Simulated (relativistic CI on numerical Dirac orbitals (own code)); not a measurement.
Sm XVIII: q coefficients and field-shift factors

Calculated at this level of theory: Dirac-Coulomb-Breit CI, KLI orbitals optimised for each configuration, derivatives by finite differences, unscaled Slater integrals, QED left out (own radial code, finite nucleus).

CI space (outside the closed core [Ar] 3d10): 4s2 4p6 4d9, 4s2 4p5 4d10, 4s2 4p6 4d8 4f, 4s 4p6 4d10, 4s2 4p5 4d9 4f, 4s2 4p6 4d8 5s, 4s2 4p6 4d8 5p, 4s 4p6 4d9 4f. Levels of other configurations are missing.

With x = (α/α₀)² − 1 an excitation energy changes as ω = ω₀ + qx; K = 2q/ω₀ is the relative enhancement. Terms are leading LS components, so labels can repeat. The field-shift factor is F = δν/δ⟨r²⟩ for the transition from the lowest level.

Lowest level 4s2 4p6 4d9 2D_5/2.

| Level | ω₀ (cm⁻¹) | q (cm⁻¹) | K | F (GHz/fm²) |
| --- | --- | --- | --- | --- |
| 4s2 4p6 4d9 2D_3/2 | 44719 | 44710 | 2 | 0.7 |
| 4s2 4p5 4d10 2P°_3/2 | 958658 | 54670 | 0.114 | 4.48 |
| 4s2 4p6 4d8 4f 4F°_5/2 | 1048821 | -3415 | -0.00651 | 7.95 |
| 4s2 4p6 4d8 4f 4F°_7/2 | 1048964 | 299.8 | 0.000572 | 8.04 |
| 4s2 4p6 4d8 4f 4F°_9/2 | 1056257 | 7572 | 0.0143 | 8.23 |
| 4s2 4p6 4d8 4f 4D°_3/2 | 1058098 | -1458 | -0.00276 | 8 |
| 4s2 4p6 4d8 4f 2P°_1/2 | 1064183 | 24870 | 0.0467 | 6.82 |
| 4s2 4p6 4d8 4f 4D°_5/2 | 1064710 | 2402 | 0.00451 | 8.04 |
| 4s2 4p6 4d8 4f 4I°_15/2 | 1070564 | -54.82 | -0.000102 | 8.26 |
| 4s2 4p6 4d8 4f 4D°_7/2 | 1071647 | 9809 | 0.0183 | 8.17 |
| 4s2 4p6 4d8 4f 4I°_13/2 | 1072948 | -2608 | -0.00486 | 8.12 |
| 4s2 4p6 4d8 4f 4F°_3/2 | 1076991 | 20870 | 0.0388 | 8.41 |
| 4s2 4p6 4d8 4f 4H°_11/2 | 1078018 | -1597 | -0.00296 | 8.14 |

At this charge energies of transitions that change n are usually good to better than 1 %, and those within a shell (Δn = 0) to a few per cent.
